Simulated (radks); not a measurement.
Removal energies from the phosphorus ion P10+, [He] 2s2 2p1, by Delta-SCF beside the eigenvalue of the level emptied. Calculated with a radial shooting solver on a logarithmic mesh with Libxc functionals: non-relativistic Kohn-Sham, PBE, spin-polarised, spherical densities, point nucleus. Open shells are filled with parallel spins first.

2p: final configuration [He] 2s2; Delta-SCF (eV) 478.73; -eigenvalue (eV) 451.99
2s: final configuration [He] 2s1 2p1; Delta-SCF (eV) 499.48; -eigenvalue (eV) 479.15
1s: final configuration 1s1 2s2 2p1; Delta-SCF (eV) 2572.7; -eigenvalue (eV) 2487.2
